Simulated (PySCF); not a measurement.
C₂H₇BOS, SMILES B(O)(SC)C.

Geometry: PBE-D3(BJ)/def2-SVP. The values are those of a single conformer.

Vertical ionisation energy (IE) and electron affinity (EA) in eV. Rows of orbital energies are one-electron estimates. Where ΔSCF, EOM or ADC give a negative EA the extra electron is unbound and the value depends on the basis.

```tsv
level	IE	EA
−ε(HOMO), −ε(LUMO), M06-2X/def2-TZVP (PySCF)	8.11	-1.09
−ε(HOMO), −ε(LUMO), PBE/def2-TZVP (PySCF)	5.76	0.52
```
